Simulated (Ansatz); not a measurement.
Reaction (ligand exchange at the Si–Br bond): `[SeH][SiH2]Br` + `OCF` → `FCO[SiH2][SeH]` + HBr

Calculated with Ansatz (gas phase, PBE0-D4/def2-TZVP geometries, no zero-point term in ΔE). CCSD(T)/CBS adds triple-zeta CCSD(T) − MP2 to the extrapolated MP2 energy (def2 sets, frozen cores). For Br, Se outer-core shells are correlated without core-valence functions, which leaves a few kJ/mol of doubt a bond. Scalar relativity is left out up to krypton. One conformer a species, not always the lowest.

`[SeH][SiH2]Br`:

Cartesian coordinates in Å:
```
Se -0.906 -0.693 -1.423
Si 0.439 0.315 0.092
Br 1.102 -1.038 1.723
H -2.020 -0.786 -0.469
H -0.248 1.452 0.741
H 1.633 0.749 -0.665
```

`OCF`:

Cartesian coordinates in Å:
```
O 0.353 0.143 1.013
C 0.001 0.151 -0.311
F -1.358 -0.037 -0.465
H 0.268 -0.751 1.358
H 0.488 -0.644 -0.887
H 0.248 1.137 -0.707
```

`FCO[SiH2][SeH]`:

Cartesian coordinates in Å:
```
F -0.763 1.169 1.770
C -1.119 1.004 0.451
O 0.001 0.920 -0.340
Si 1.167 -0.248 -0.237
Se 0.297 -2.347 -0.169
H -1.690 1.884 0.147
H -1.721 0.090 0.395
H 1.988 -0.042 -1.446
H 1.957 -0.133 1.009
H -0.116 -2.299 -1.579
```

HBr:

Z-matrix (Å, degrees):
```
Br
H 1 1.420
```

| level | ΔE (kJ/mol) |
| --- | --- |
| CCSD/def2-TZVPP | -4.2 |
| CCSD(T)/def2-TZVPP | -3.9 |

(1) What does CCSD(T)/CBS give? (Best estimate.)

Largest T1 diagnostic among the species: 0.011.

## Answers

(1) Computed: +1.6 kJ/mol. The listed levels differ from it by -5.8, -5.5 kJ/mol.

The D4 term adds −3.5 kJ/mol with B3LYP and −2.2 kJ/mol with PBE0; it sums over pairs of atoms, weighted by their polarisabilities, and B3LYP, whose exchange is more repulsive, gets the larger term.

B3LYP here is the variant with VWN-RPA as its local correlation; programs differ in this.
